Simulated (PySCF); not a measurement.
Be2O, SMILES [Be][O][Be] (connectivity only; charge and spin as stated), neutral, multiplicity 1. Atoms are numbered in the order given.

```xyz
3

Be     0.0000     0.0000    -1.4049
O      0.0000     0.0000     0.0000
Be     0.0000     0.0000     1.4049
```

The structure is a stationary point at B3LYP-D3(BJ)/def2-TZVPD. A frequency run showed that this geometry is not a minimum.

Calculation: PySCF with TDA-PBE0/def2-TZVPD.

Vertical excitations; the highest root listed may be one member of a degenerate set. The molecule is in vacuum. State labels are in the subgroup D2h.

Computed UV-visible absorptions:
```csv
state,symmetry,energy (eV),λ (nm),f,main pairs
S1,B1u,3.50,355,1.746,HOMO→LUMO 82 %
S2,B2g,3.74,331,0.000,HOMO→LUMO+1 (degenerate set)
S3,B3g,3.74,331,0.000,HOMO→LUMO+2 (degenerate set)
S4,B3u,4.12,301,0.465,HOMO→LUMO+4 (degenerate set)
S5,B2u,4.12,301,0.465,HOMO→LUMO+3 (degenerate set)
S6,B3g,4.83,257,0.000,HOMO−2→LUMO (degenerate set)
S7,B2g,4.83,257,0.000,HOMO−1→LUMO (degenerate set)
S8,Ag,4.93,252,0.000,HOMO→LUMO+5 97 %
S9,B1u,5.16,241,0.002,HOMO→LUMO+6 92 %
S10,Ag,5.34,232,0.000,HOMO→LUMO+7 98 %
T1,B2g,2.51,493,0,HOMO→LUMO+1 (degenerate set)
T2,B3g,2.51,493,0,HOMO→LUMO+2 (degenerate set)
T3,B3u,3.24,383,0,HOMO→LUMO+4 (degenerate set)
T4,B2u,3.24,383,0,HOMO→LUMO+3 (degenerate set)
```
Triplets are in the Tamm–Dancoff approximation.
